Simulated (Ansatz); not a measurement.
```xyz
5

C    -0.0191   -0.0155   -0.6165
C     0.0037    0.0045    0.7217
H     0.0193    0.7334    1.5278
H    -0.0184   -1.0166   -1.2001
H    -0.0338    0.8589   -1.2028
```

Basis set: cc-pVDZ (spherical functions). Correlated methods keep 2 orbitals frozen. Charge 0, multiplicity 2.

Computed with Ansatz (development build ahead of 0.2.0); each method stands on the lowest determinant of its kind that the runs found.

Task: Give the atomization energy at this shape (free ground-state atoms in the same class of orbitals less the molecule, no zero-point energy) of doublet C2H3 by UHF-MP2, UHF.

Result:

| method | atomization energy |
| --- | --- |
| UHF-MP2 | 17.61 eV |
| UHF | 14.23 eV |

Caution: the shape is not the minimum; the unrestricted determinant is spin contaminated.
